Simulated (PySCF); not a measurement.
B3LYP has the VWN-RPA correlation part, as in Gaussian. Delta-SCF ions had no search for a lower state. 

# CH$_{3}$NOSi, SMILES `N#CO[SiH3]` (charge 0, multiplicity 1)

Calculation: B3LYP-D3(BJ)/def2-TZVP in PySCF 2.14.0.

```
Quantity                                                        Result
--------------------------------------  ------------------------------
HOMO                                                          -8.53 eV
dipole moment                                                   4.71 D
HOMO–LUMO gap                                                  7.31 eV
LUMO                                                          -1.22 eV
S1 excitation (TDA)                                            6.30 eV
S1 oscillator strength                                           0.003
T1 excitation (TDA)                                            6.06 eV
S1–T1 gap (TDA)                                                0.24 eV
vertical ionisation energy (Delta-SCF)                        11.21 eV
total energy                                              -459.4829 Ha
cost                                    around 50 core-seconds (rough)
```

```xyz
7

N      2.7203     0.1851     0.3819
C      1.6889    -0.2050     0.0374
O      0.5601    -0.6649    -0.3602
Si    -0.9556     0.0482    -0.0635
H     -1.1599     0.1088     1.3949
H     -0.9583     1.3941    -0.6642
H     -1.8956    -0.8663    -0.7264
```
Charge 0, spin multiplicity 1.
